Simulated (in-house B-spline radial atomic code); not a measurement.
RPA and G0W0 for W6+, [Xe] 4f14, as one setting changes: the share of exact exchange in the PBE hybrid start. A dash marks a level of low quasi-particle weight. Computed with a B-spline radial code for spherical atoms: all electrons, scalar-relativistic (spin-free one-electron X2C), finite nucleus, each spin shell either full or empty, empty states to l = 9 with an (l + 1/2)⁻⁴ tail; G0W0 by contour deformation at full frequency.

Without the two-electron picture change, the correlation of inner shells comes somewhat too large for so heavy an element.

```tsv
share of exact exchange in the PBE hybrid start	mean-field level (eV)	G0W0 level (eV)	RPA correlation (Eh)
0	-109.11	4f -123.25	-6.3285
0.1	-110.96	4f -123.26	-6.2824
0.2	?	?	?
0.3	-114.69	4f -123.23	-6.1936
0.4	-116.57	4f -123.19	-6.1508
0.5	-118.47	4f -123.15	-6.1091
0.6	-120.36	4f -123.10	-6.0683
0.7	-122.27	4f -123.03	-6.0285
0.8	-124.19	4f -122.96	-5.9895
0.9	?	?	?
1	-126.27	5p -125.57	-5.9141
```

Question: What belongs in the row for 0.2?

Answer: mean-field level (eV): -112.82; G0W0 level (eV): 4f -123.25; RPA correlation (Eh): -6.2374.

Question: What belongs in the row for 0.9?

Answer: mean-field level (eV): -125.25; G0W0 level (eV): 5p -125.62; RPA correlation (Eh): -5.9514.

Question: At what share of exact exchange does G0W0 leave the highest level unchanged?

Answer: Near 0.74, where the shift changes sign (-0.760 eV at 0.7, +1.227 eV at 0.8).
